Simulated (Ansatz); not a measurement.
Geometry optimisation, Ansatz, RKS PBE0-D4/6-31G*.

Input:

```yaml
crystal:
  periodic: [false, false, false]
  atoms:
    - { symbol: B, position_ang: [0.1109, -1.1646, -1.1819] }
    - { symbol: C, position_ang: [-0.378, -0.1767, 0.0223] }
    - { symbol: C, position_ang: [0.5253, -0.4017, 1.2049] }
    - { symbol: F, position_ang: [-1.5909, -0.5037, 0.3861] }
    - { symbol: C, position_ang: [-0.3506, 1.2918, -0.4282] }
    - { symbol: F, position_ang: [-0.807, 2.1251, 0.6143] }
    - { symbol: H, position_ang: [0.0978, -2.2908, -1.0502] }
    - { symbol: H, position_ang: [0.4136, -0.6447, -2.2446] }
    - { symbol: H, position_ang: [0.5312, -1.4509, 1.5797] }
    - { symbol: H, position_ang: [1.6087, -0.1347, 0.985] }
    - { symbol: H, position_ang: [0.2265, 0.2183, 2.1028] }
    - { symbol: H, position_ang: [-0.996, 1.4584, -1.2735] }
    - { symbol: H, position_ang: [0.6289, 1.6396, -0.702] }
basis:
  gaussian: { orbitals: "6-31G*" }
hamiltonian:
  xc: pbe0
  dispersion: d4
relax:
  f_tol: 0.015
  max_steps: 40
```

Run as:

```bash
$ ansatz run input.yaml --threads 2 --pin off --max-ram 3072MiB --backend cpu --events-out ev --progress --plain --runs-dir out
```

Problem. Where does it end, and by what steps?

Solution. The run converged. After 9 steps the energy has fallen by 0.526 eV; H8 moved furthest, 0.87 Å.

```csv
step,energy less start (eV),largest force component (eV/Å),accepted
0,0.0000,3.804,yes
1,-0.3387,1.606,yes
2,-0.4209,0.691,yes
3,-0.4738,0.210,yes
4,-0.5006,0.195,yes
5,-0.5078,0.415,yes
6,-0.5196,0.254,yes
7,-0.5242,0.166,yes
8,-0.5255,0.060,yes
9,-0.5258,0.010,yes
```

```xyz
13
Properties=species:S:1:pos:R:3
B 0.147 -1.132 -1.124
C -0.389 -0.157 -0.027
C 0.588 -0.381 1.140
F -1.659 -0.523 0.431
C -0.447 1.304 -0.414
F -0.657 2.097 0.696
H -0.343 -2.215 -1.246
H 1.113 -0.827 -1.764
H 0.607 -1.433 1.443
H 1.604 -0.062 0.890
H 0.235 0.214 1.988
H -1.274 1.472 -1.112
H 0.494 1.608 -0.887
```

Whether the end is a true minimum wasn't checked by a vibrational analysis.

Run time: 40 s on 2 threads of Intel(R) Xeon(R) Platinum 8375C CPU @ 2.90GHz (Ice Lake) (shared host), peak memory 0.24 GiB.
